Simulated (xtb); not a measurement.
C6H15In, charge -1, quartet, at a GFN2-xTB geometry of the parent state (such geometries of metal compounds can be far from the true shape) (a state made from the parent by changing its charge; the spin is typed, not shown lowest); GFN1-xTB (xtb 6.7.1).

The xtb input:
```
$ xtb mol.xyz --gfn 1 --chrg -1 --uhf 3 --json

# file mol.xyz
22

In    -0.07065868    -0.28255399    -0.43064469
C      2.28940454     0.15842721    -0.18963496
C      2.71834829     1.55700315    -0.60648389
H      2.90729361    -0.58386541    -0.71491892
H      2.48479337     0.02461255     0.88335342
H      2.12744309     2.30561492    -0.07743282
H      2.56420246     1.70635547    -1.67748929
H      3.78033568     1.76030890    -0.39449065
C     -0.36752150    -2.08962174     1.13625163
C     -1.80343851    -2.55773686     1.32155823
H      0.00756375    -1.69192851     2.08945133
H      0.26706537    -2.95133516     0.88573584
H     -2.18829143    -3.00032944     0.40003292
H     -2.44577339    -1.71401750     1.57837936
H     -1.90896480    -3.31084094     2.11852524
C     -1.09562746     1.56104711     0.74096650
C     -1.32741696     2.83539273    -0.05857603
H     -0.41164016     1.77491073     1.57412573
H     -2.04540831     1.23932357     1.19057397
H     -2.03842336     2.65916383    -0.86887141
H     -0.39449223     3.18192927    -0.50606841
H     -1.72591875     3.65817345     0.55619506
```

Problem. What does xtb print? Leave out banner, timings and long lists.

Solution. 
```
   ID    Z sym.   atoms
    1   49 In     1
    2    6 C      2, 3, 9, 10, 16, 17
    3    1 H      4-8, 11-15, 18-22

           -------------------------------------------------
          |                Calculation Setup                |
           -------------------------------------------------

           -------------------------------------------------
          |                 G F N 1 - x T B                 |
           -------------------------------------------------

          ...................................................
          :                      SETUP                      :
          :.................................................:
          :  # basis functions                  64          :
          :  # atomic orbitals                  63          :
          :  # shells                           45          :
          :  # electrons                        43          :
          :  # halogen bonds                     0          :
          :  max. iterations                   250          :
          :  Hamiltonian                  GFN1-xTB          :
          :  restarted?                      false          :
          :  GBSA solvation                  false          :
          :  PC potential                    false          :
          :  electronic temp.          300.0000000     K    :
          :  accuracy                    1.0000000          :
          :  -> integral cutoff          0.2500000E+02      :
          :  -> integral neglect         0.1000000E-07      :
          :  -> SCF convergence          0.1000000E-05 Eh   :
          :  -> wf. convergence          0.2000000E-04 e    :
          :  Broyden damping             0.4000000          :
          :  net charge                         -1          :
          :  unpaired electrons                  3          :
          ...................................................

 iter      E             dE          RMSdq      gap      omega  full diag
   1    -22.4567391 -0.224567E+02  0.747E+00    0.09       0.0  T
   2    -22.4812398 -0.245008E-01  0.453E+00    0.08       1.0  T
   3    -22.3012071  0.180033E+00  0.222E+00    0.45       1.0  T
   4    -22.4679414 -0.166734E+00  0.994E-01    0.07       1.0  T
   5    -22.4468177  0.211237E-01  0.108E+00    0.19       1.0  T
   6    -22.4945502 -0.477325E-01  0.493E-01    0.04       1.0  T
   7    -22.4949062 -0.356013E-03  0.453E-01    0.06       1.0  T
   8    -22.4939315  0.974673E-03  0.517E-01    0.03       1.0  T
   9    -22.5050651 -0.111336E-01  0.180E-01    0.04       1.0  T
  10    -22.5065733 -0.150826E-02  0.312E-02    0.04       1.0  T
  11    -22.5066174 -0.440144E-04  0.129E-02    0.04       1.6  T
  12    -22.5065866  0.307567E-04  0.274E-02    0.04       1.0  T
  13    -22.5066193 -0.327329E-04  0.119E-02    0.04       1.8  T
  14    -22.5066220 -0.265876E-05  0.994E-03    0.04       2.1  T
  15    -22.5066267 -0.472370E-05  0.191E-03    0.04      11.2  T
  16    -22.5066269 -0.152596E-06  0.630E-04    0.04      33.8  T
  17    -22.5066269 -0.190083E-07  0.104E-04    0.04     204.4  T
  18    -22.5066269 -0.245105E-09  0.743E-05    0.04     286.9  T

   *** convergence criteria satisfied after 18 iterations ***

         :::::::::::::::::::::::::::::::::::::::::::::::::::::
         ::                     SUMMARY                     ::
         :::::::::::::::::::::::::::::::::::::::::::::::::::::
         :: total energy             -22.234360206890 Eh    ::
         :: gradient norm              0.074528576026 Eh/a0 ::
         :: HOMO-LUMO gap              0.041215424904 eV    ::
         ::.................................................::
         :: SCC energy               -22.506626889267 Eh    ::
         :: -> electrostatic           0.073233069236 Eh    ::
         :: repulsion energy           0.280160102104 Eh    ::
         :: dispersion energy         -0.007893419727 Eh    ::
         :: halogen bond corr.         0.000000000000 Eh    ::
[...]
        33                          0.0870422               2.3685
        34                          0.0917217               2.4959
       ...                                ...                  ...
        63                          0.6734650              18.3259
      -------------------------------------------------------------
                  HL-Gap            0.0015146 Eh            0.0412 eV
             Fermi-level           -0.1258090 Eh           -3.4234 eV

  Mulliken/CM5 charges         n(s)   n(p)   n(d)
     1In   -0.14593 -0.14699   1.850  0.881  0.416
     2C    -0.11492 -0.22311   1.068  3.047  0.000
     3C    -0.05834 -0.20752   1.020  3.039  0.000
     4H    -0.02063  0.03136   1.021  0.000  0.000
     5H    -0.01164  0.04116   1.012  0.000  0.000
     6H    -0.02389  0.02817   1.024  0.000  0.000
     7H    -0.03011  0.02127   1.030  0.000  0.000
     8H    -0.02376  0.02579   1.024  0.000  0.000
     9C    -0.10944 -0.21768   1.068  3.041  0.000
    10C    -0.05799 -0.20703   1.019  3.039  0.000
    11H    -0.00492  0.04789   1.005  0.000  0.000
    12H    -0.02744  0.02465   1.027  0.000  0.000
    13H    -0.03738  0.01396   1.037  0.000  0.000
    14H    -0.03515  0.01664   1.035  0.000  0.000
    15H    -0.02255  0.02702   1.023  0.000  0.000
    16C    -0.11117 -0.21948   1.067  3.044  0.000
    17C    -0.05937 -0.20843   1.015  3.045  0.000
    18H    -0.00030  0.05250   1.000  0.000  0.000
    19H    -0.02111  0.03120   1.021  0.000  0.000
    20H    -0.04165  0.00966   1.042  0.000  0.000
    21H    -0.02523  0.02649   1.025  0.000  0.000
    22H    -0.01708  0.03248   1.017  0.000  0.000

Wiberg/Mayer (AO) data.
largest (>0.10) Wiberg bond orders for each atom

 ---------------------------------------------------------------------------
     #   Z sym  total        # sym  WBO       # sym  WBO       # sym  WBO
 ---------------------------------------------------------------------------
     1  49 In   1.792 --    16 C    0.453     2 C    0.445     9 C    0.440
     2   6 C    3.487 --     3 C    1.040     4 H    0.963     5 H    0.953
                             1 In   0.445
     3   6 C    3.959 --     2 C    1.040     7 H    0.974     6 H    0.969
                             8 H    0.962
     4   1 H    1.017 --     2 C    0.963
     5   1 H    1.032 --     2 C    0.953
     6   1 H    1.033 --     3 C    0.969
     7   1 H    1.035 --     3 C    0.974
     8   1 H    1.008 --     3 C    0.962
     9   6 C    3.472 --    10 C    1.040    12 H    0.960    11 H    0.955
                             1 In   0.440
    10   6 C    3.957 --     9 C    1.040    13 H    0.973    14 H    0.967
                            15 H    0.961
    11   1 H    1.023 --     9 C    0.955
    12   1 H    1.034 --     9 C    0.960
    13   1 H    1.037 --    10 C    0.973
    14   1 H    1.056 --    10 C    0.967
    15   1 H    1.008 --    10 C    0.961
    16   6 C    3.495 --    17 C    1.040    19 H    0.958    18 H    0.955
                             1 In   0.453
    17   6 C    3.958 --    16 C    1.040    20 H    0.973    21 H    0.971
                            22 H    0.965
    18   1 H    1.020 --    16 C    0.955
    19   1 H    1.027 --    16 C    0.958
    20   1 H    1.049 --    17 C    0.973
    21   1 H    1.022 --    17 C    0.971
    22   1 H    1.000 --    17 C    0.965
 ---------------------------------------------------------------------------

Topologies differ in total number of bonds
Writing topology from bond orders to xtbtopo.mol

 dipole moment from electron density (au)
     X       Y       Z
   0.1110  -0.1125  -0.1518  total (Debye):    0.557

           -------------------------------------------------
          | TOTAL ENERGY              -22.234360206890 Eh   |
          | GRADIENT NORM               0.074528576026 Eh/α |
          | HOMO-LUMO GAP               0.041215424904 eV   |
           -------------------------------------------------

normal termination of xtb
```
